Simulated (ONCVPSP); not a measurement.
**Reading a pseudo-wave (gallium)**

Columns: radius, all-electron u(r) and pseudo u(r) of the 3d shell (level -19.16 eV) of gallium in the configuration [Ne] 3s2 3p6 3d10 4s2 4p1; PBEsol, scalar-relativistic, ONCV scheme, ONCVPSP 4.0.1.

```csv
r (bohr),all-electron,pseudo
0.068,0.0606,0.0087
0.135,0.2623,0.0632
0.202,0.5156,0.1914
0.270,0.7468,0.3956
0.338,0.9191,0.6449
0.405,1.0273,0.8882
0.473,1.0827,1.0861
0.540,1.0958,1.2028
0.608,1.0795,1.2353
0.675,1.0440,1.1959
0.742,0.9967,1.1120
0.810,0.9418,1.0101
0.878,0.8839,0.9137
0.945,0.8262,0.8347
1.013,0.7687,0.7696
1.080,0.7140,0.7139
1.148,0.6610,0.6609
1.215,0.6118,0.6117
1.283,0.5649,0.5648
1.350,0.5218,0.5217
1.418,0.4811,0.4810
1.485,0.4439,0.4439
1.553,0.4090,0.4089
1.620,0.3772,0.3772
1.688,0.3474,0.3474
1.755,0.3204,0.3203
```

Task: How many radial nodes do the two functions have?

Result: The all-electron 3d function has n − l − 1 = 0; the pseudo-wave has 0.

Task: At about which radius was the pseudo-wave matched?

Result: 1.10 bohr, where the columns begin to agree (steps of 0.07 bohr).

Task: Where does each function peak?

Result: Outermost all-electron maximum near 0.54 bohr, pseudo maximum near 0.61 bohr (to the table’s step).

Task: Is the pseudo-wave norm-conserving?

Result: Yes: the ONCV scheme keeps the norm inside the radius equal to the all-electron one, which fixes the energy derivative of the logarithmic derivative at the level.
